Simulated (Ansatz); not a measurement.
`C[O][Cd][NH2]`, 9 atoms. The species carries charge 0 and has multiplicity 1. Correlated methods include outer-core shells of Cd, which these sets cover unevenly. Cd takes the def2 core potential. All runs use 4 threads of a server CPU on a shared host. Correlated methods freeze the cores.

**Question.** How many basis functions does each run have, and how long does it take in Ansatz? RKS PBE0-D4/def2-TZVP relaxation (24 steps); RKS BLYP-D4/def2-TZVPP energy; RKS ωB97M-V/def2-QZVPP energy; direct RPA on PBE orbitals/def2-TZVPP energy; RHF-MP2/def2-QZVPP energy; RKS PBE0-D4/def2-TZVP frequencies; RKS ωB97M-V/def2-SVP energy; RKS PBE0-D4/def2-SVP energy; RKS BHLYP-D4/def2-TZVPP energy; RHF-CCSD(T)/def2-TZVPP energy; RKS SPW92/def2-TZVPP energy; RKS PBE0-D4/def2-QZVPP energy. (Best estimate.)

**Answer.** The calculation gave: Other jobs shared the machine, so times are rough.

```csv
level,job,functions,wall time,peak host memory (GiB)
RKS PBE0-D4/def2-SVP,energy,98,1 s,0.2
RKS SPW92/def2-TZVPP,energy,219,1.1 s,0.22
RKS BLYP-D4/def2-TZVPP,energy,219,1.8 s,0.23
RKS BHLYP-D4/def2-TZVPP,energy,219,2.5 s,0.44
RKS ωB97M-V/def2-SVP,energy,98,4.3 s,0.29
direct RPA on PBE orbitals/def2-TZVPP,energy,219,6 s,0.47
RKS PBE0-D4/def2-QZVPP,energy,409,6.5 s,1.1
RKS ωB97M-V/def2-QZVPP,energy,409,16 s,1.3
RHF-MP2/def2-QZVPP,energy,409,17 s,1.8
RKS PBE0-D4/def2-TZVP,relaxation (24 steps),163,61 s,0.38
RKS PBE0-D4/def2-TZVP,frequencies,163,94 s,0.36
RHF-CCSD(T)/def2-TZVPP,energy,219,4.1 min,4.2
```
